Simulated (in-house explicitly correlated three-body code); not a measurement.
Computed with an exponentially correlated three-body code. Model: two electrons around a point charge, non-relativistic, variational in 260 exponentially correlated functions (energies converged to about 1e-7 hartree, or 1e-8 relative for large Z).

Command:
```bash
python run_hyl.py task.json out
```
Settings (lengths in bohr, energies in hartree):
```
Z                      2.5
nuclear_mass           0.7
interaction_strength   1
functions              260
states_tried           13
```

Run time, properties included: 34 s on 1 thread of Intel(R) Xeon(R) Platinum 8375C CPU @ 2.90GHz (Ice Lake), on a shared host.

**Those bound S and P states to n = 4 that converged, binding against the one-electron ion.**

Given: nuclear charge 2.5; mass of the centre 0.7 electron masses.

Computed: one-electron threshold -1.28676471 hartree.

```
term  energy (hartree)  binding (eV)
1 1S       -2.06481853        21.172
2 3P       -1.57502014        7.8438
2 3S       -1.45019595        4.4472
2 1P                 ?             ?
3 1S       -1.36754457        2.1981
3 3S       -1.36154639        2.0349
4 3S       -1.32938231        1.1597
```

Problem. What belongs in the row 2 1P?

Solution. energy (hartree): -1.41238902; binding (eV): 3.4184.

**Converged states only, values per electron or pair.**

```tsv
term	mean r (bohr)	mean r squared (bohr²)	mean inverse r (1/bohr)	mean r12 (bohr)	mean inverse r12 (1/bohr)	mean cosine	mean p1 dot p2 (bohr⁻²)	delta r1 (bohr⁻³)	delta r12 (bohr⁻³)
1 1S	1.6002	3.4369	0.94998	2.1144	0.62025	0.17333	-0.16329	0.29293	0.023801
2 3P	2.5406	9.4215	0.69219	3.8691	0.31093	0.036553	-0.27909	0.17559	-
2 3S	4.2268	29.493	0.61296	7.0258	0.16441	0.089621	-0.02618	0.18478	-
2 1P	?	?	?	?	?	?	?	?	?
3 1S	7.7489	113.05	0.56702	14.063	0.099995	0.036045	-0.053854	0.17765	0.0015067
3 3S	8.2634	130.09	0.5615	15.077	0.084415	0.044703	-0.027381	0.17703	-
4 3S	13.932	393.48	0.54183	26.409	0.050394	0.026987	-0.019674	0.17508	-
```

Problem. What belongs in the row 2 1P?

Solution. mean r (bohr): 4.8116; mean r squared (bohr²): 39.583; mean inverse r (1/bohr): 0.5934; mean r12 (bohr): 8.1808; mean inverse r12 (1/bohr): 0.14224; mean cosine: 0.073898; mean p1 dot p2 (bohr⁻²): -0.038321; delta r1 (bohr⁻³): 0.17878; delta r12 (bohr⁻³): 1.9082e-05.
